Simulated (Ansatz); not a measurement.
The same path of a periodic cell of 22 atoms, Al$_{18}$H$_{3}$C (surface Al(111), adsorbate CH3) was run twice with different band settings. Lost on the way: Al18–C19. Made: Al17–C19.

Level of theory: DFT PBE-D3(BJ), scalar-relativistic, plane waves, PAW (Ansatz). Settings: cutoff 420 eV, k mesh 3x2x1, gaussian smearing 0.15 eV, no spin polarisation.

Relaxed end points:

```xyz
22
Lattice="5.7276 0.0000 0.0000 4.2957 7.4403 0.0000 0.0000 0.0000 15.6765" Properties=species:S:1:pos:R:3
Al 1.432 0.827 1.000
Al 4.296 0.827 1.000
Al 2.864 3.307 1.000
Al 5.728 3.307 1.000
Al 4.296 5.787 1.000
Al 7.159 5.787 1.000
Al 0.005 1.638 3.274
Al 2.856 1.666 3.278
Al 1.424 4.149 3.341
Al 4.304 4.138 3.337
Al 2.861 6.613 3.259
Al 5.733 6.592 3.323
Al -0.023 0.029 5.548
Al 2.896 0.028 5.566
Al 1.423 2.422 5.574
Al 4.298 2.425 5.584
Al 2.863 5.004 5.560
Al 5.731 4.956 5.717
C 5.725 4.978 7.745
H 6.626 4.472 8.120
H 5.718 6.015 8.108
H 4.834 4.458 8.123
```

```xyz
22
Lattice="5.7276 0.0000 0.0000 4.2957 7.4403 0.0000 0.0000 0.0000 15.6765" Properties=species:S:1:pos:R:3
Al 1.432 0.827 1.000
Al 4.296 0.827 1.000
Al 2.864 3.307 1.000
Al 5.728 3.307 1.000
Al 4.296 5.787 1.000
Al 7.159 5.787 1.000
Al -0.008 1.666 3.278
Al 2.869 1.638 3.274
Al 1.440 4.138 3.337
Al 4.287 4.149 3.341
Al 2.869 6.592 3.323
Al 5.725 6.613 3.259
Al 0.032 0.028 5.566
Al 2.841 0.029 5.548
Al 1.434 2.425 5.584
Al 4.286 2.422 5.574
Al 2.867 4.956 5.717
Al 5.727 5.004 5.560
C 8.589 4.978 7.745
H 9.490 4.472 8.120
H 8.582 6.015 8.108
H 7.698 4.458 8.123
```

Common settings: optimiser quadratic models (default); force threshold 0.05 eV/Å; end points relaxed; atoms held 1 to 6.

| run | movable images | climbing image | spring | start path | iteration limit |
| --- | --- | --- | --- | --- | --- |
| 1 | 5 | yes | 2.0 eV/Å² | straight line | 25 |
| 2 | 6 | from the first iteration | 5.0 eV/Å² | default | 21 |

(1) What does each run give, and how far can it be trusted?

Answers

(1) Run 1: converged after 6 iterations, highest image 0.446 eV above the first end. By the program's own check the climbing image is of a kind that is not told: the force calls were inconclusive, a negative curvature could not be distinguished from the path's own, the only one lies far off the path, or fixed occupations may fill a level only in part (lowest curvatures found: -0.54 and -0.03 eV/Å²).
Run 2: converged after 7 iterations, highest image 0.444 eV above the first end. The order of the stationary point at the top wasn't checked.
Limits of this set-up: coarse k mesh, thin slab, slab without dipole correction, odd electron count without spin.
